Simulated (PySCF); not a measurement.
These are PySCF 2.14.0 with PBE0-D3(BJ)/def2-TZVP // PBE0-D3(BJ)/def2-SVP values and carry that method's errors. Isolated molecules, 0 K electronic values unless said otherwise. One relaxed conformer stands for a flexible species; it need not be the lowest. Excitations are Tamm–Dancoff values on a coarser integration grid. The basis has no diffuse functions, so Rydberg states are missing or too high.

Reference species (SMILES): `Bc1ccc(S)o1` (neutral, multiplicity 1).

```
Property                                       Value
-------------------------------------------  -------
S1 excitation (TDA)                          4.51 eV
brightest of the four lowest singlets (TDA)  4.51 eV
HOMO–LUMO gap                                4.68 eV
```

Changed species: `c1c(occ1S)B`.

Q: What does the change do to the S1 excitation (TDA), brightest of the four lowest singlets (TDA) and HOMO–LUMO gap?

A: the S1 excitation (TDA) falls by 0.24 eV, to 4.27 eV; the brightest of the four lowest singlets (TDA) increases by 0.60 eV, to 5.11 eV; the HOMO–LUMO gap goes up by 0.35 eV, to 5.03 eV.
